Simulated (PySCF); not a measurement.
## From computed data to an observable: entropy of an ideal gas

GaF₃, SMILES [F][Ga]([F])[F].

Geometry: B3LYP-D3(BJ)/def2-SVP. The isomer is the one that the SMILES or the coordinates give; other isomers of the formula were not compared.

B3LYP-D3(BJ)/def2-SVP (PySCF) gives the harmonic wavenumbers 186, 186, 200, 672, 768, 768 cm⁻¹ and the rotational temperatures 0.2832, 0.2832, 0.1416 K. The molar mass is 126.72 g/mol, the symmetry number 6, the spin multiplicity 1.

Task: Work out the entropy at 298.15 K and 1 atm in the rigid-rotor, harmonic-oscillator model.

Result: 
Translation (Sackur–Tetrode at 1 atm): S = R[1.5 ln M + 2.5 ln T − 1.16487] = 169.1 J/(mol K).
Rotation: q = (√π/σ) T^1.5/√(θA θB θC) = 14300, S = R[ln q + 3/2] = 92.0 J/(mol K).
Vibration: with u = 1.4388 ν/T, each mode gives R[u/(e^u − 1) − ln(1 − e^−u)]:
| ν (cm⁻¹) | modes | u | S (J/(mol K)) |
|---|---|---|---|
| 186 | 2 | 0.90 | 18.97 |
| 200 | 1 | 0.97 | 8.92 |
| 672 | 1 | 3.24 | 1.43 |
| 768 | 2 | 3.71 | 1.97 |
These are all the modes. Sum 31.3 J/(mol K).
Spin: R ln 1 = 0.0 J/(mol K).
Total 292.4 J/(mol K); the program's own thermochemistry gives 292.4. Translation makes up 58 % and vibration 11 %. Anharmonicity, hindered rotation and orbital degeneracy are left out.
